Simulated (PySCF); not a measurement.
CoO (SMILES [O]=[Co]), quartet, geometry from GFN2-xTB (such geometries of metal compounds can be far from the true shape); DF-CAMB3LYP/6-31G* (PySCF).

Input for PySCF:
```python
from pyscf import gto, scf, dft

mol = gto.M(
    atom='''
Co   -0.000000   -0.000000   -0.352245
O     0.000000    0.000000    1.188828
''',
    basis='6-31g*',
    charge=0,
    spin=3,
    verbose=4,
)

mf = dft.UKS(mol)
mf.xc = 'camb3lyp'
mf = mf.density_fit(auxbasis='def2-universal-jkfit')
mf.kernel()
```

What the program printed (banner, timings and long lists left out):

```
PySCF version 2.14.0

[INPUT] verbose = 4
[INPUT] num. atoms = 2
[INPUT] num. electrons = 35
[INPUT] charge = 0
[INPUT] spin (= nelec alpha-beta = 2S) = 3
[INPUT] symmetry False subgroup None
[INPUT] Mole.unit = angstrom
[INPUT] Symbol           X                Y                Z      unit          X                Y                Z       unit  Magmom
[INPUT]  1 Co     0.000000000000   0.000000000000  -0.352245000000 AA    0.000000000000   0.000000000000  -0.665646578747 Bohr   0.0
[INPUT]  2 O      0.000000000000   0.000000000000   1.188828000000 AA    0.000000000000   0.000000000000   2.246559329214 Bohr   0.0

nuclear repulsion = 74.170579562889
number of shells = 18
number of NR pGTOs = 124
number of NR cGTOs = 48
basis = 6-31g*
ecp = {}

******** <class 'pyscf.df.df_jk.DFUKS'> ********
method = DFUKS
initial guess = minao
damping factor = 0
level_shift factor = 0
DIIS = <class 'pyscf.scf.diis.CDIIS'>
diis_start_cycle = 1
diis_space = 8
diis_damp = 0
SCF conv_tol = 1e-09
SCF conv_tol_grad = None
SCF max_cycles = 50
direct_scf = False
number electrons alpha = 19  beta = 16
XC library pyscf.dft.libxc version 7.1.2
    S. Lehtola, C. Steigemann, M. J. T. Oliveira, and M. A. L. Marques,  SoftwareX 7, 1–5 (2018)
XC functionals = camb3lyp
    T. Yanai, D. P. Tew, and N. C. Handy,  Chem. Phys. Lett. 393, 51 (2004)
radial grids:
    Treutler-Ahlrichs [JCP 102, 346 (1995); DOI:10.1063/1.469408] (M4) radial grids

becke partition: Becke, JCP 88, 2547 (1988); DOI:10.1063/1.454033
pruning grids: <function nwchem_prune>
grids dens level: 3
symmetrized grids: False
atomic radii adjust function: <function treutler_atomic_radii_adjust>
small_rho_cutoff = 0
Set gradient conv threshold to 3.16228e-05
tot grids = 34992
******** <class 'pyscf.df.df.DF'> ********
auxbasis = def2-universal-jkfit
Create RSH-DF object <pyscf.df.df.DF object> for omega=0.33
******** <class 'pyscf.df.df.DF'> ********
auxbasis = auxmol.basis = def2-universal-jkfit
init E= -1456.82588339995

cycle= 1 E= -1441.36772557412  delta_E= 15.5  |g|= 3.91  |ddm|= 8.31

cycle= 2 E= -1434.4448309174  delta_E= 6.92  |g|= 5.48  |ddm|= 8.37

cycle= 3 E= -1451.82960217269  delta_E= -17.4  |g|=  4.1  |ddm|=  3.8
cycle= 4 E= -1451.20081684438  delta_E= 0.629  |g|= 4.17  |ddm|=  1.2
cycle= 5 E= -1451.4623026617  delta_E= -0.261  |g|= 4.13  |ddm|= 0.338
cycle= 6 E= -1451.47044749716  delta_E= -0.00814  |g|= 4.14  |ddm|= 0.046
cycle= 7 E= -1451.85555608586  delta_E= -0.385  |g|= 4.03  |ddm|= 0.31
cycle= 8 E= -1452.2385863574  delta_E= -0.383  |g|= 3.91  |ddm|= 0.441
cycle= 9 E= -1452.24675778589  delta_E= -0.00817  |g|= 3.91  |ddm|= 0.0971

cycle= 10 E= -1436.18923733874  delta_E= 16.1  |g|= 5.15  |ddm|= 11.7
cycle= 11 E= -1454.9168729305  delta_E= -18.7  |g|= 2.93  |ddm|= 11.6
cycle= 12 E= -1457.54101334907  delta_E= -2.62  |g|= 0.62  |ddm|= 1.13
cycle= 13 E= -1457.6537774026  delta_E= -0.113  |g|= 0.417  |ddm|= 0.694
cycle= 14 E= -1457.70868030958  delta_E= -0.0549  |g|= 0.192  |ddm|= 0.272
cycle= 15 E= -1457.71227145228  delta_E= -0.00359  |g|= 0.188  |ddm|= 0.0796
cycle= 16 E= -1457.7158163399  delta_E= -0.00354  |g|= 0.157  |ddm|= 0.0316
cycle= 17 E= -1457.72463425638  delta_E= -0.00882  |g|= 0.0337  |ddm|= 0.187
cycle= 18 E= -1457.72508825838  delta_E= -0.000454  |g|= 0.00785  |ddm|= 0.0221
cycle= 19 E= -1457.72531620903  delta_E= -0.000228  |g|= 0.0051  |ddm|= 0.0258
cycle= 20 E= -1457.72551479752  delta_E= -0.000199  |g|= 0.00569  |ddm|= 0.0232
cycle= 21 E= -1457.72520863374  delta_E= 0.000306  |g|= 0.00514  |ddm|= 0.0409
cycle= 22 E= -1457.72496026547  delta_E= 0.000248  |g|= 0.00476  |ddm|= 0.0732
cycle= 23 E= -1457.72496285671  delta_E= -2.59e-06  |g|= 0.00114  |ddm|= 0.0157
cycle= 24 E= -1457.72496913858  delta_E= -6.28e-06  |g|= 0.000688  |ddm|= 0.00666
cycle= 25 E= -1457.72497232129  delta_E= -3.18e-06  |g|= 0.000418  |ddm|= 0.00409
cycle= 26 E= -1457.72497391741  delta_E= -1.6e-06  |g|= 0.000364  |ddm|= 0.00282
cycle= 27 E= -1457.72497554243  delta_E= -1.63e-06  |g|= 0.000272  |ddm|= 0.00379
cycle= 28 E= -1457.72497696368  delta_E= -1.42e-06  |g|= 0.00022  |ddm|= 0.00382
cycle= 29 E= -1457.72497829373  delta_E= -1.33e-06  |g|= 0.000138  |ddm|= 0.00576
cycle= 30 E= -1457.72497880062  delta_E= -5.07e-07  |g|= 9.66e-05  |ddm|= 0.00389
cycle= 31 E= -1457.72497889977  delta_E= -9.91e-08  |g|= 7.93e-05  |ddm|= 0.000895
cycle= 32 E= -1457.72497890909  delta_E= -9.33e-09  |g|= 8.08e-05  |ddm|= 7.48e-05
cycle= 33 E= -1457.72497889435  delta_E= 1.47e-08  |g|= 7.92e-05  |ddm|= 0.000146
cycle= 34 E= -1457.72497890051  delta_E= -6.16e-09  |g|= 7.83e-05  |ddm|= 9.85e-05
cycle= 35 E= -1457.72497890745  delta_E= -6.94e-09  |g|= 8.15e-05  |ddm|= 0.000139
cycle= 36 E= -1457.72497888057  delta_E= 2.69e-08  |g|= 7e-05  |ddm|= 0.000546
cycle= 37 E= -1457.7249788679  delta_E= 1.27e-08  |g|= 6.07e-05  |ddm|= 0.00111
cycle= 38 E= -1457.72497888116  delta_E= -1.33e-08  |g|= 5.26e-05  |ddm|= 0.000324
cycle= 39 E= -1457.72497888562  delta_E= -4.46e-09  |g|= 5.36e-05  |ddm|= 9.02e-05
cycle= 40 E= -1457.72497884234  delta_E= 4.33e-08  |g|= 3.38e-05  |ddm|= 0.000836
cycle= 41 E= -1457.72497883001  delta_E= 1.23e-08  |g|= 2.09e-05  |ddm|= 0.000574
cycle= 42 E= -1457.72497882735  delta_E= 2.66e-09  |g|= 1.65e-05  |ddm|= 0.00022
cycle= 43 E= -1457.72497882764  delta_E= -2.94e-10  |g|= 1.63e-05  |ddm|= 4.33e-05
Extra cycle  E= -1457.72497882985  delta_E= -2.2e-09  |g|= 2.4e-05  |ddm|= 8.05e-05
converged SCF energy = -1457.72497882985  <S^2> = 3.7703972  2S+1 = 4.0101856
```
